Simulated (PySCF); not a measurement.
PySCF input:

```python
from pyscf import gto, scf, dft

mol = gto.M(
    atom='''
    F    -0.09768840    1.54178301   -0.47024977
    C    -0.05232106    0.63237285    0.54410165
    Cl    1.58947801   -0.41334469    0.05430423
    Cl   -1.51929437   -0.62608379    0.00261565
    ''',
    basis='def2-tzvpd',
    charge=-1,
    spin=0,
    verbose=4,
)

mf = dft.RKS(mol, xc='mn15').density_fit(auxbasis='def2-universal-jkfit')
mf.grids.level = 4
mf.conv_tol = 1e-9
mf.max_cycle = 100
mf.max_memory = 1500
mf.kernel()
if not mf.converged:
    mf = mf.newton()
    mf.kernel(mf.make_rdm1())
mf.analyze()
```

Q: Predict the final energy.

A: -1058.12006 Eh (MN15/def2-TZVPD).

It need not be the lowest isomer of its formula. Whether it binds its extra electron was not tested at this geometry.
